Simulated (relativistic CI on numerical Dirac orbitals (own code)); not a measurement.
Rb5+: sensitivity of the levels to the model

Base calculation: Dirac-Coulomb-Breit CI, separate exchange-only KLI orbitals for each configuration, model QED (radiative potential, 1s self-energy scaled to tabulated hydrogen-like ionisation energies), valence Slater integrals scaled by 0.85, P86 correlation energy added to each configuration.

Configuration list (outside the closed core [Ar] 3d10): 4s2 4p2, 4s 4p3, 4s2 4p 4d, 4p4, 4s 4p2 4d, 4s2 4p 4f, 4s2 4p 5s, 4s 4p2 4f, 4s2 4p 5p, 4p3 4d, 4s2 4p 5d, 4s2 4p 6s, 4s 4p2 5s, 4s2 4d2, 4s 4d3, 4s 4d2 4f, 4p2 4d2, 4p 4d3, 4p 4d2 4f, 4p 4d2 5s, 4s2 4f2, 4s 4d 4f2, 4s 4f3. Double excitations out of closed p, d and f shells are left out; levels of such configurations are missing from the list, as are those of other unlisted configurations, and high levels can miss mixing partners. These lack a partner that the ground configuration has and come out too high: 4s 4p2 5s, 4s2 4p 5p, 4s2 4p 5d, 4s2 4p 6s.

Variants: (1) Slater integrals left unscaled; (2) self-excluded LDA correlation estimate; (3) only the first 3 configurations; (4) non-relativistic limit. Shifts of the energy above 4s2 4p2 3P_0, in cm⁻¹, for the lowest level and the first level of each name with at least 55 % of one term (blank where a level changes its place among those of its configuration and J or its character, or is not in the variant):

```
          Level      Base     Δ(1)    Δ(2)     Δ(3)      Δ(4)  Measured
   4s2 4p2 3P_0       0.0      0.0     0.0      0.0       0.0       0.0
   4s2 4p2 3P_1    5080.9   -252.7     0.0     -2.7   -5080.9    5140.0
   4s2 4p2 3P_2    9750.4    -46.0    -0.7   +198.9   -9750.4    9899.0
   4s2 4p2 1D_2   23389.5  +1646.6    -6.1  +1077.2   -9962.6   23746.0
   4s2 4p2 1S_0   43182.0  +4623.1    +6.0  +3299.0  -10447.9   45201.0
   4s 4p3 5S°_2  116594.9  -6313.4  +171.7  -9928.2  -17595.5          
   4s 4p3 3D°_1  151504.6  -1863.5  +170.9  -6337.9  -16637.7  148531.0
   4s 4p3 3D°_2  151634.7  -1819.2  +171.0  -6395.7  -16767.8  148667.0
   4s 4p3 3D°_3  153331.6  -1947.4  +170.8  -6262.4  -18464.7  150434.0
   4s 4p3 3P°_0  172220.0  +1607.9  +173.7  -7941.7  -18260.6  168930.0
   4s 4p3 3P°_1  172694.0  +1507.9  +173.7  -7792.2  -18734.6  169477.0
   4s 4p3 3P°_2  173199.0  +1221.1  +173.3  -7508.8  -19239.6  170125.0
   4s 4p3 1D°_2  190844.9   +331.4  +169.8  -1975.8  -18312.8  188065.0
   4s 4p3 3S°_1  211798.0  +8437.5  +185.8   -696.8  -17429.1  208835.0
   4s 4p3 1P°_1  224712.9  +9451.5  +170.0           -21205.8  220609.0
4s2 4p 4d 3F°_2  226822.1   -641.6  +118.9  -2913.3   -7413.9          
4s2 4p 4d 3F°_3  230358.8   -704.7  +118.8  -2893.1  -10950.6          
4s2 4p 4d 3F°_4  235730.9   -818.4  +119.2  -2801.7  -16322.7          
4s2 4p 4d 3P°_0  260979.9  +5283.2  +122.9  -4350.5  -15219.8          
4s2 4p 4d 3D°_3  263647.9  +5495.2  +118.1  -2228.9  -14010.9          
4s2 4p 4d 3D°_2  264121.4  +5587.4  +119.3  -2739.6  -14484.4          
4s2 4p 4d 1F°_3  282057.6  +7862.0  +140.8  -1412.6  -12719.7
```

At this charge configurations can still be misplaced by up to about 7 % of their energy. 13 of the 13 excited levels that our extract of the measured tables holds in this range could be paired (the sources list more); they are missed by 2373 cm⁻¹ on average and 4104 at most, and levels without a partner can miss by more.

Measured levels: Sansonetti, J. Phys. Chem. Ref. Data 35, 301 (2006).

Ionisation energy from the two ground configurations alone: base 83.93 eV; Slater integrals left unscaled 84.06 eV; self-excluded LDA correlation estimate 84.29 eV. The NIST ASD value (theoretical) is 82.9 eV.

LS names give the leading component of a level, which can be under half, so a name can repeat, a term be missing and a line seem to break the LS rules.
